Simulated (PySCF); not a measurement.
**Computed properties of C2H8OZr, SMILES [ZrH3][O]CC, multiplicity 1**

Zr(OEt)(H)3 (C2H8OZr), SMILES CC[O][ZrH3], multiplicity 1. Geometry: B3LYP-D3(BJ)/def2-SVP. The spin state was assumed, not searched. The def2 effective core potentials stand for the cores of Zr; spin–orbit coupling is left out. The values are those of a single conformer. All values are computed for the isolated molecule unless a solvent is named; none is compared with measurement here.

**Structure.** The optimised structure has Cs symmetry. All 30 harmonic modes at B3LYP-D3(BJ)/def2-SVP (PySCF) are real, so it is a minimum. With heavy atoms numbered as in [ZrH3:1][O:2][CH2:3][CH3:4], the shortest bond between them is O2–C3 at 1.409 Å and the longest Zr1–O2 at 1.886 Å.

**Vibrations.** The strongest infrared lines (harmonic, unscaled, degenerate partners summed) lie at 1191 cm⁻¹ (603 km/mol, O 53 %, C 40 %), 1648 cm⁻¹ (589 km/mol, H 98 %), 1648 cm⁻¹ (581 km/mol, H 98 %). The softest mode is at 32 cm⁻¹ and the zero-point energy is 54.5 kcal/mol.

**Electronic structure.** PBE0/def2-TZVP (PySCF) places the frontier levels at -7.87 and -1.65 eV, a gap of 6.22 eV, and gives a dipole moment of 2.37 D and a mean polarisability of 79.1 bohr³. PBE/def2-TZVP (PySCF) at the same geometry gives -6.52 and -2.55 eV, so its gap is 2.25 eV narrower. An orbital gap is neither the optical nor the fundamental gap.

**Excitations.** TDDFT-CAM-B3LYP/def2-SVPD (PySCF) has S1 at 4.32 eV (287 nm, f = 0.000, dark); the most intense of the 10 singlets computed lies at 6.12 eV (f = 0.05). T1 (TDA) is at 3.95 eV. TDDFT-PBE/def2-SVPD (PySCF) puts S1 at 3.98 eV. No vertical singlet excitation falls in the visible range (under 3.1 eV).
